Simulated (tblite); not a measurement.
C7H13BrO2.
Numbering: `[CH3:1][O:2][C@H:3]([CH2:4][C:5](=[O:6])[Br:7])[CH:8]([CH3:9])[CH3:10]` (hydrogens: H11, H12, H13 on C1; H14 on C3; H15, H16 on C4; H17 on C8; H18, H19, H20 on C9; H21, H22, H23 on C10)

Cartesian coordinates in Å at the GFN2-xTB level; atoms count from 1:
```xyz
23
C7H13BrO2 angstrom
C     -1.9400   -0.7769   -1.1289
O     -0.5610   -0.6618   -0.9013
C     -0.2083   -0.0524    0.3151
C     -0.5236    1.4663    0.2806
C     -1.9391    1.7373    0.6328
O     -2.6294    1.2172    1.4370
Br    -2.7014    3.2453   -0.4172
C      1.2890   -0.3120    0.5670
C      2.1499    0.2642   -0.5541
C      1.5288   -1.8143    0.7017
H     -2.4471   -1.2600   -0.2854
H     -2.0551   -1.3871   -2.0227
H     -2.4089    0.1999   -1.3053
H     -0.7890   -0.5007    1.1395
H      0.0879    1.9709    1.0339
H     -0.2746    1.8707   -0.7003
H      1.5527    0.1716    1.5145
H      2.1000    1.3497   -0.5768
H      1.8108   -0.1249   -1.5096
H      3.1881   -0.0231   -0.4085
H      2.5782   -2.0104    0.9058
H      0.9360   -2.2281    1.5143
H      1.2515   -2.3143   -0.2219
```

Calculated harmonic vibrations of the isolated species, GFN2-xTB (tblite), most abundant isotopes, no scaling. The method is semi-empirical: single wavenumbers can be off by several per cent or more. One conformer, not necessarily the lowest.

Harmonic wavenumbers (cm⁻¹): 33.1, 55.7, 76.7, 116.0, 124.1, 182.5, 200.4, 209.6, 224.8, 250.7, 263.0, 327.9, 332.7, 361.2, 435.4, 476.7, 503.2, 588.1, 664.2, 862.3, 888.8, 947.9, 973.8, 988.9, 995.9, 997.1, 1039.1, 1099.3, 1101.6, 1128.8, 1131.5, 1158.6, 1188.8, 1198.9, 1241.7, 1303.7, 1314.5, 1331.3, 1336.7, 1400.6, 1409.8, 1411.0, 1419.5, 1471.1, 1485.4, 1491.1, 1492.6, 1502.1, 1506.4, 1848.7, 2835.4, 2898.0, 2923.3, 2927.0, 2956.0, 3012.1, 3028.7, 3033.9, 3039.7, 3043.5, 3048.0, 3057.4, 3062.0.

A = 1848, B = 411.4, C = 393.0 MHz; mass 208.010 u (most abundant isotopes); point group C1, symmetry number 1.

Question: Zero-point energy?

Answer: Half the sum of the wavenumbers: 41479 cm⁻¹ = 496.20 kJ/mol.

Question: Give the ideal-gas entropy at 298.15 K and 1 bar in the rigid-rotor, harmonic-oscillator model (classical rotation).

Answer: Translation 175.42, rotation 131.18, vibration 168.99: S = 475.6 J/(mol K).

Question: And Cp and H(298.15 K) − H(0)?

Answer: Cp = 192.45 J/(mol K), of which vibrations give 159.20 (their classical limit is 63 R = 523.8); H(298.15 K) − H(0) = 35.65 kJ/mol without the zero-point energy, 25.74 from vibrations.

Question: Which modes carry the vibrational entropy at 298.15 K?

Answer: 33.1 cm⁻¹: 23.57; 55.7 cm⁻¹: 19.26; 76.7 cm⁻¹: 16.63; 116.0 cm⁻¹: 13.25; 124.1 cm⁻¹: 12.70; 182.5 cm⁻¹: 9.63 J/(mol K); the other 57 give 73.95 together.

Question: How do the functions run with temperature in this model?

Answer: 
```json
{"T (K)": "100", "S (J/(mol K))": "323.3", "Cp (J/(mol K))": "98.9", "H − H(0) (kJ/mol)": "6.42", "G − H(0) (kJ/mol)": "-25.91", "ln q(vib)": "2.66"}
{"T (K)": "200", "S (J/(mol K))": "408.2", "Cp (J/(mol K))": "148.5", "H − H(0) (kJ/mol)": "18.95", "G − H(0) (kJ/mol)": "-62.70", "ln q(vib)": "6.42"}
{"T (K)": "300", "S (J/(mol K))": "476.8", "Cp (J/(mol K))": "193.3", "H − H(0) (kJ/mol)": "36.01", "G − H(0) (kJ/mol)": "-107.03", "ln q(vib)": "10.01"}
{"T (K)": "500", "S (J/(mol K))": "596.9", "Cp (J/(mol K))": "281.6", "H − H(0) (kJ/mol)": "83.77", "G − H(0) (kJ/mol)": "-214.65", "ln q(vib)": "16.69"}
{"T (K)": "800", "S (J/(mol K))": "750.9", "Cp (J/(mol K))": "373.3", "H − H(0) (kJ/mol)": "183.16", "G − H(0) (kJ/mol)": "-417.54", "ln q(vib)": "25.95"}
{"T (K)": "1000", "S (J/(mol K))": "838.8", "Cp (J/(mol K))": "413.9", "H − H(0) (kJ/mol)": "262.10", "G − H(0) (kJ/mol)": "-576.68", "ln q(vib)": "31.64"}
```

q(vib) and H(0) count from the zero-point level.

Question: Blend soft modes into free rotors: weight 1/[1 + (100 cm⁻¹/ν̃)⁴] for the oscillator and the rest for a rotor with moment μB/(μ + B), μ = h/(8π²ν), B = 10⁻⁴⁴ kg m². What vibrational entropy results?

Answer: 153.88 J/(mol K) in place of 168.99, which changes −T·S at 298.15 K by +4.50 kJ/mol.

Hindered rotation and anharmonicity are outside this model. Other conformers, if any are populated, would add a mixing term that is left out. The structure is chiral; the term R ln 2 for an equal mix with its mirror image is left out.
